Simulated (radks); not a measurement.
Problem. All-electron atom: Ti XV in [He] 2s2 2p4. Method: non-relativistic Kohn-Sham, Wu-Cohen GGA, spin-polarised, spherical densities, point nucleus; open shells are filled with parallel spins first; computed with a radial shooting solver on a logarithmic mesh with Libxc functionals. Some entries of the table are withheld. Estimate them.

| orbital | occ. | eigenvalue (eV) | r(max) (bohr) | <r> (bohr) |
|---|---|---|---|---|
| 1s up | 1 | -5376.671 | 0.04613 | 0.07008 |
| 1s down | 1 | -5368.870 | 0.04610 | 0.06999 |
| 2s up | 1 | (1) | 0.2632 | 0.3112 |
| 2s down | 1 | (2) | 0.2641 | 0.3128 |
| 2p up | 3 | -916.5366 | 0.2108 | (3) |
| 2p down | 1 | -901.4163 | 0.2119 | (4) |

Solution. 
(1) 2s up eigenvalue (eV): -988.5771
(2) 2s down eigenvalue (eV): -975.7357
(3) 2p up <r> (bohr): 0.2711
(4) 2p down <r> (bohr): 0.2730
